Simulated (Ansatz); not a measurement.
Geometry optimisation, RKS B3LYP-D4/def2-SVP in Ansatz 0.2.0.

Input:

```yaml
crystal:
  periodic: [false, false, false]
  atoms:
    - { symbol: Si, position_ang: [-0.188505, -0.87657, 0.180818] }
    - { symbol: O, position_ang: [0.855763, -0.150484, 1.363258] }
    - { symbol: H, position_ang: [0.777129, -1.529174, -0.729781] }
    - { symbol: H, position_ang: [-1.075253, -1.861409, 0.868341] }
    - { symbol: "N", position_ang: [-1.260221, 0.199736, -0.613041] }
    - { symbol: H, position_ang: [1.898141, 1.17625, -0.140145] }
    - { symbol: Cl, position_ang: [1.771212, 1.454257, -1.417213] }
    - { symbol: H, position_ang: [0.380469, 0.341099, 2.045536] }
    - { symbol: H, position_ang: [-0.927313, 0.946594, -1.213589] }
    - { symbol: H, position_ang: [-2.231323, 0.299802, -0.344082] }
basis:
  gaussian: { orbitals: def2-SVP }
hamiltonian:
  xc: b3lyp
  dispersion: d4
relax:
  f_tol: 0.03
  max_steps: 50
output:
  orbitals: {}
```

Run as:

```bash
$ ansatz run input.yaml --threads 2 --pin off --max-ram 3072MiB --backend cpu --events-out ev --progress --plain --runs-dir out
```

Q: Where does it end, and by what steps?

A: The run converged. After 9 steps the energy has fallen by 0.143 eV; Cl7 moved furthest, 0.50 Å.

```
step  energy less start (eV)  largest force component (eV/Å)  accepted
   0                  0.0000                           0.901       yes
   1                 -0.0466                           1.237       yes
   2                 -0.1086                           0.383       yes
   3                 -0.1317                           0.249       yes
   4                 -0.1371                           0.188       yes
   5                 -0.1354                           0.234        no
   6                 -0.1397                           0.082       yes
   7                 -0.1421                           0.034       yes
   8                 -0.1426                           0.033       yes
   9                 -0.1428                           0.027       yes
```

```xyz
10
Properties=species:S:1:pos:R:3
Si -0.231 -0.925 0.170
O 0.939 -0.124 1.116
H 0.618 -1.723 -0.743
H -1.084 -1.759 1.061
N -1.284 0.123 -0.683
H 1.673 1.051 -0.033
Cl 1.884 1.812 -1.089
H 0.607 0.367 1.881
H -0.919 0.803 -1.345
H -2.202 0.376 -0.335
```

Whether the end is a true minimum wasn't checked by a vibrational analysis.

Run time: 14 s on 2 threads of Intel(R) Xeon(R) 6975P-C (Granite Rapids), on a shared host, peak memory 0.21 GiB.
